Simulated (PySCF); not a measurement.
PySCF input for B(F)2(OEt) (C2H5BF2O), SMILES CCOB(F)F, PBE-D3(BJ)/def2-SVP. The structure is a stationary point at PBE-D3(BJ)/def2-SVP. The values are those of a single conformer.

```python
import numpy as np
from pyscf import gto, scf, dft, df
from pyscf.hessian import thermo

mol = gto.M(
    atom='''
    B     0.62526720   -0.09616506    0.73267334
    F    -0.10707503   -1.14975389    1.12336536
    F     1.85625516    0.03092037    1.22589954
    O     0.15843294    0.83114948   -0.12982915
    C    -1.14452047    0.70119911   -0.71653667
    C    -1.10654361   -0.18337558   -1.95218706
    H    -1.86081518    0.29960718    0.03239814
    H    -1.46860537    1.72925700   -0.97754664
    H    -0.82411395   -1.22171150   -1.68502342
    H    -2.10306421   -0.21464040   -2.43698882
    H    -0.37343729    0.20167747   -2.68861454
    ''',
    basis='def2-SVP',
    charge=0,
    spin=0,
    max_memory=1600,
    verbose=3,
)
mf = dft.RKS(mol, xc='pbe').density_fit(auxbasis='def2-universal-jkfit')
mf.disp = 'd3bj'
mf.grids.level = 3
mf.conv_tol = 1e-11
mf.max_cycle = 100
mf.kernel()

# [left out here: the lines that compute and print the analytic Hessian (its translational invariance restored by hand, since the grid's response is missing), thermochemistry and intensities]
```

Log of the run:

```
[...]
Mode                                 6                   7                   8
Irrep
Freq [cm^-1]                      524.0872            657.1545            769.1267
Reduced mass [au]                   5.8190             11.1000              1.9734
Force const [Dyne/A]                0.9417              2.8243              0.6878
Char temp [K]                     754.0448            945.4990           1106.6021
Normal mode                   x     y     z       x     y     z       x     y     z
       0   B                -0.08  0.01 -0.02   -0.10  0.15  0.21    0.01 -0.02  0.01
       1   F                 0.05 -0.05  0.06    0.02 -0.03 -0.04   -0.05 -0.07  0.03
       2   F                -0.11 -0.02 -0.05    0.02 -0.03 -0.04    0.07  0.02  0.02
       3   O                 0.07  0.12 -0.01    0.02 -0.04 -0.05    0.04  0.07 -0.02
       4   C                 0.08 -0.03  0.01   -0.01  0.00 -0.00   -0.06  0.06 -0.04
       5   C                -0.01 -0.01 -0.01   -0.00  0.00  0.00   -0.02  0.01 -0.04
       6   H                 0.17 -0.13  0.05    0.00  0.00  0.01    0.11 -0.28 -0.06
       7   H                -0.07 -0.07  0.05   -0.00  0.01  0.01   -0.27  0.07  0.26
       8   H                -0.11 -0.06 -0.08    0.02  0.02  0.03   -0.04  0.09  0.31
       9   H                -0.05  0.12  0.08    0.01 -0.02 -0.03    0.01 -0.20 -0.09
      10   H                -0.04 -0.06 -0.06    0.02  0.01  0.03    0.06 -0.25 -0.09
Mode                                 9                  10                  11
Irrep
Freq [cm^-1]                      799.3563            917.5595           1072.4037
Reduced mass [au]                   1.7506              2.2386              2.9753
Force const [Dyne/A]                0.6590              1.1104              2.0161
Char temp [K]                    1150.0957           1320.1638           1542.9501
Normal mode                   x     y     z       x     y     z       x     y     z
       0   B                -0.00  0.01 -0.01    0.01 -0.02  0.02    0.01 -0.03  0.02
       1   F                 0.04  0.06 -0.03    0.03  0.05 -0.02    0.01  0.02 -0.01
       2   F                -0.05 -0.01 -0.01   -0.06 -0.00 -0.03   -0.03  0.00 -0.01
       3   O                -0.05 -0.08  0.03    0.06 -0.02  0.07    0.07  0.01  0.05
       4   C                 0.07  0.02 -0.01   -0.01  0.04  0.06   -0.02 -0.10 -0.14
       5   C                 0.03  0.04  0.01   -0.07 -0.05 -0.11   -0.07  0.08  0.08
       6   H                 0.08 -0.31 -0.17    0.03  0.08  0.12   -0.06 -0.11 -0.18
       7   H                -0.06  0.06  0.29    0.10  0.10  0.19    0.04 -0.10 -0.15
       8   H                -0.13  0.08  0.31    0.13  0.04  0.06    0.07  0.17  0.27
       9   H                -0.07 -0.01  0.22    0.09 -0.34 -0.41    0.01 -0.07 -0.05
      10   H                -0.01 -0.31 -0.22    0.10 -0.04  0.07    0.08  0.13  0.25
Mode                                12                  13                  14
Irrep
Freq [cm^-1]                     1098.3665           1143.5047           1271.8074
Reduced mass [au]                   2.8683              1.7733              1.1093
Force const [Dyne/A]                2.0388              1.3662              1.0571
Char temp [K]                    1580.3049           1645.2487           1829.8477
Normal mode                   x     y     z       x     y     z       x     y     z
       0   B                 0.01 -0.03  0.03    0.00 -0.04  0.03    0.01 -0.04  0.03
       1   F                 0.01  0.02 -0.01    0.01  0.02 -0.01    0.01  0.02 -0.01
       2   F                -0.03  0.00 -0.02   -0.01  0.00 -0.01   -0.01  0.00 -0.00
       3   O                 0.11 -0.01  0.03    0.02 -0.04  0.03   -0.00 -0.02  0.02
       4   C                -0.17  0.01  0.01   -0.01  0.11 -0.09   -0.01  0.00  0.00
       5   C                 0.09 -0.01 -0.02   -0.01 -0.08  0.06    0.02  0.05 -0.04
       6   H                -0.28  0.03 -0.08    0.26 -0.23 -0.02    0.35  0.19  0.43
       7   H                -0.01  0.04 -0.03   -0.39  0.05  0.09   -0.43 -0.24 -0.48
       8   H                -0.18 -0.09 -0.07    0.08 -0.14 -0.29   -0.07  0.08  0.14
       9   H                -0.06  0.12  0.24    0.04  0.20 -0.07   -0.02 -0.07  0.05
      10   H                -0.10 -0.11 -0.25   -0.10  0.25  0.14    0.04 -0.14 -0.11
Mode                                15                  16                  17
Irrep
Freq [cm^-1]                     1321.2719           1355.8978           1393.7780
Reduced mass [au]                   1.2967              1.4129              2.8624
Force const [Dyne/A]                1.3337              1.5304              3.2762
Char temp [K]                    1901.0161           1950.8350           2005.3363
Normal mode                   x     y     z       x     y     z       x     y     z
       0   B                 0.00  0.05 -0.03   -0.00  0.05 -0.03   -0.17 -0.13  0.01
       1   F                -0.01 -0.01  0.01   -0.01 -0.01  0.00    0.04  0.05 -0.02
       2   F                -0.00 -0.00 -0.00    0.00 -0.00  0.00    0.06  0.01  0.02
       3   O                -0.00 -0.01  0.03   -0.00 -0.01  0.02   -0.00  0.03 -0.02
       4   C                -0.04 -0.03 -0.06   -0.04 -0.04 -0.08    0.01 -0.03 -0.03
       5   C                 0.03 -0.05 -0.07    0.03  0.06  0.09    0.01  0.02 -0.00
       6   H                 0.27  0.19  0.34    0.26  0.12  0.28   -0.06  0.24  0.05
       7   H                 0.19  0.14  0.30    0.21  0.10  0.21   -0.08  0.03  0.29
       8   H                -0.02  0.05  0.33   -0.17 -0.09 -0.26   -0.08 -0.05 -0.15
       9   H                -0.15  0.24  0.29    0.21 -0.20 -0.28   -0.07 -0.17  0.17
      10   H                 0.06  0.29  0.16   -0.23 -0.16 -0.28    0.15 -0.04  0.12
Mode                                18                  19                  20
Irrep
Freq [cm^-1]                     1410.9083           1425.2560           1433.8393
Reduced mass [au]                   1.1334              1.1714              1.3731
Force const [Dyne/A]                1.3293              1.4020              1.6633
Char temp [K]                    2029.9829           2050.6261           2062.9755
Normal mode                   x     y     z       x     y     z       x     y     z
       0   B                 0.06  0.05 -0.00    0.08  0.04  0.01    0.11 -0.01  0.06
       1   F                -0.01 -0.02  0.01   -0.01 -0.02  0.01   -0.01 -0.01  0.00
       2   F                -0.02 -0.00 -0.01   -0.03 -0.00 -0.01   -0.04 -0.00 -0.02
       3   O                -0.00 -0.01  0.01    0.00 -0.00  0.00   -0.02  0.02 -0.02
       4   C                -0.01  0.03 -0.01   -0.01 -0.02 -0.04    0.06 -0.03 -0.02
       5   C                 0.01  0.03 -0.02   -0.04  0.02  0.01    0.03 -0.00  0.00
       6   H                 0.09 -0.16 -0.03   -0.08  0.26  0.05   -0.26  0.41 -0.07
       7   H                 0.07  0.04 -0.08   -0.18  0.01  0.23   -0.38 -0.07  0.30
       8   H                -0.35 -0.15 -0.30    0.46  0.06 -0.31   -0.29 -0.06  0.12
       9   H                -0.15 -0.52  0.33   -0.11  0.16  0.17    0.07 -0.14 -0.09
      10   H                 0.30  0.07  0.31    0.29 -0.47  0.07   -0.15  0.26 -0.03
Mode                                21                  22                  23
Irrep
Freq [cm^-1]                     1497.8897           2976.8907           2978.0590
Reduced mass [au]                   3.5216              1.0608              1.0377
Force const [Dyne/A]                4.6553              5.5388              5.4223
Char temp [K]                    2155.1297           4283.0829           4284.7638
Normal mode                   x     y     z       x     y     z       x     y     z
       0   B                -0.09  0.14 -0.14   -0.00  0.00 -0.00    0.00  0.00 -0.00
       1   F                -0.01 -0.02  0.01   -0.00 -0.00  0.00   -0.00 -0.00  0.00
       2   F                 0.03 -0.00  0.02    0.00 -0.00  0.00   -0.00 -0.00  0.00
       3   O                 0.06 -0.07  0.07    0.00 -0.00  0.00    0.00  0.00  0.00
       4   C                 0.03  0.00  0.01    0.05 -0.01 -0.04    0.02 -0.00 -0.01
       5   C                -0.01  0.00 -0.01   -0.01  0.01  0.01   -0.00 -0.03 -0.04
       6   H                -0.20  0.15 -0.13   -0.50 -0.30  0.54   -0.15 -0.09  0.16
       7   H                -0.35 -0.12 -0.00   -0.13  0.45 -0.12   -0.04  0.12 -0.04
       8   H                -0.04 -0.00  0.01    0.04 -0.16  0.05   -0.14  0.53 -0.15
       9   H                 0.00 -0.06 -0.03   -0.10 -0.01 -0.05    0.50  0.01  0.24
      10   H                 0.00  0.04  0.02    0.12  0.07 -0.12   -0.34 -0.19  0.34
Mode                                24                  25                  26
Irrep
Freq [cm^-1]                     3035.8631           3073.2102           3078.6259
Reduced mass [au]                   1.1064              1.1033              1.1052
Force const [Dyne/A]                6.0081              6.1393              6.1717
Char temp [K]                    4367.9310           4421.6653           4429.4572
Normal mode                   x     y     z       x     y     z       x     y     z
       0   B                 0.00  0.00  0.00    0.00  0.00  0.00   -0.00 -0.00 -0.00
       1   F                -0.00 -0.00 -0.00   -0.00 -0.00 -0.00    0.00  0.00  0.00
       2   F                -0.00 -0.00 -0.00   -0.00 -0.00 -0.00    0.00  0.00 -0.00
       3   O                -0.00 -0.00 -0.00    0.00 -0.00  0.00    0.00  0.00 -0.00
       4   C                 0.01  0.08 -0.04   -0.00  0.01 -0.01   -0.00 -0.02  0.01
       5   C                -0.00 -0.02  0.01   -0.07  0.04 -0.03   -0.06 -0.05  0.04
       6   H                -0.29 -0.16  0.32   -0.03 -0.02  0.03    0.09  0.05 -0.10
       7   H                 0.22 -0.73  0.18    0.04 -0.15  0.04   -0.04  0.14 -0.03
       8   H                -0.05  0.18 -0.05    0.14 -0.57  0.15   -0.12  0.39 -0.10
       9   H                -0.05 -0.01 -0.02    0.64  0.03  0.31    0.28 -0.00  0.14
      10   H                 0.11  0.06 -0.11    0.04  0.04 -0.06    0.50  0.27 -0.51
temperature 298.1500 [K]
pressure 101325.00 [Pa]
Rotational constants [GHz] 6.92043 2.19014 1.90462
Symmetry number 1
Zero-point energy (ZPE) 0.07907 [Eh]   207596.781 [J/mol]
                           tot       elec      trans        rot        vib
Entropy [J/mol/K]       342.671      0.000    165.391    112.183     65.098
Cv [J/mol/K]             91.878      0.000     12.472     12.472     66.934
Cp [J/mol/K]            100.192      0.000     20.786     12.472     66.934
Internal energy [J/mol]                      3718.434   3718.434 217707.063
Internal energy [Eh]   -378.36968  -378.45543
Enthalpy [J/mol]                             6197.391   3718.434 217707.063
Enthalpy [Eh]          -378.36874
Gibbs free energy [J/mol]                  -43113.886 -29728.793 198298.104
Gibbs free energy [Eh] -378.40765
mode   freq/cm-1   IR/(km/mol)
   1       51.04         0.018
   2      102.97         0.222
   3      193.09         2.140
   4      282.24         1.736
   5      383.81         3.969
   6      459.47         8.969
   7      524.09         2.287
   8      657.15        58.127
   9      769.13         4.976
  10      799.36         6.873
  11      917.56         3.844
  12     1072.40        19.885
  13     1098.37        46.999
  14     1143.50         3.216
  15     1271.81         5.300
  16     1321.27        53.266
  17     1355.90        87.131
  18     1393.78       220.181
  19     1410.91        12.159
  20     1425.26        45.485
  21     1433.84       123.939
  22     1497.89       438.422
  23     2976.89        27.665
  24     2978.06        15.071
  25     3035.86        11.974
  26     3073.21        17.312
  27     3078.63        15.192
max |gradient| / (hartree/bohr): 0.0004944259544889094
APT charges: [ 1.485  -0.5228 -0.5661 -0.8692  0.5662 -0.0262 -0.0452 -0.0385  0.0039
  0.0059  0.007 ]
```

The run converged.
